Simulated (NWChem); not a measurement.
System: SiH$_{4}$S; SMILES [SiH3]S

```xyz
6

Si     0.0037     0.9914    -0.0003
S      0.0779    -1.1443    -0.0010
H     -0.6800     1.5137     1.2101
H      1.4219     1.4227    -0.0061
H     -0.6903     1.5138    -1.2047
H     -1.2567    -1.3005     0.0015
```
Atoms are numbered in this order, from 1.

Results from NWChem. Pople sets run with spherical d functions. The geometry was optimised at PBE0-D3(BJ)/def2-TZVP. Isotropic indirect couplings, all four terms, static geometry, non-relativistic.

Problem. Estimate the computed values for B3LYP/6-31G**. Quantities: J(29Si atom 1, 1H atom 4) (Hz); J(29Si atom 1, 1H atom 5) (Hz); J(1H atom 4, 1H atom 5) (Hz).

Solution. 
```
Item                            Result
------------------------------  ------
J(29Si atom 1, 1H atom 4) (Hz)  -194.7
J(29Si atom 1, 1H atom 5) (Hz)  -196.8
J(1H atom 4, 1H atom 5) (Hz)       4.0
```
